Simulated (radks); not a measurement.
The numbers below are computed, except where a source is named.
Question: The mean radii <r> (bohr) of the occupied orbitals of an atom or ion are listed with their occupations. Level of theory: Dirac Kohn-Sham, PBE, spin-unpolarised, spherical densities, point nucleus (a radial shooting solver on a logarithmic mesh with Libxc functionals).

| orbital | occ. | <r> |
|---|---|---|
| 1s1/2 | 2 | 0.03428 |
| 2s1/2 | 2 | 0.1492 |
| 2p1/2 | 2 | 0.1271 |
| 2p3/2 | 4 | 0.1317 |
| 3s1/2 | 2 | 0.4146 |
| 3p1/2 | 2 | 0.4083 |
| 3p3/2 | 4 | 0.4188 |
| 3d3/2 | 4 | 0.3955 |
| 3d5/2 | 6 | 0.3990 |
| 4s1/2 | 2 | 1.024 |
| 4p1/2 | 2 | 1.094 |
| 4p3/2 | 2 | 1.118 |
| 4d3/2 | 3 | 1.342 |
| 4f5/2 | 2 | 2.379 |

Name the element and its charge. Open shells, if any, fill j = l - 1/2 first.

Answer: Z = 43, technetium, charge +4: Tc4+ in [Ar] 3d10 4s2 4p4 4d3 4f2. The 1s radius gives Z: for a bare nucleus <r> = (2 gamma + 1)/(2Z) with gamma = sqrt(1 - (Z/c)^2), 0.03371 bohr for Z = 43, and screening makes it slightly larger (0.03428 here). The occupations add up to 39, and the charge is Z minus that.
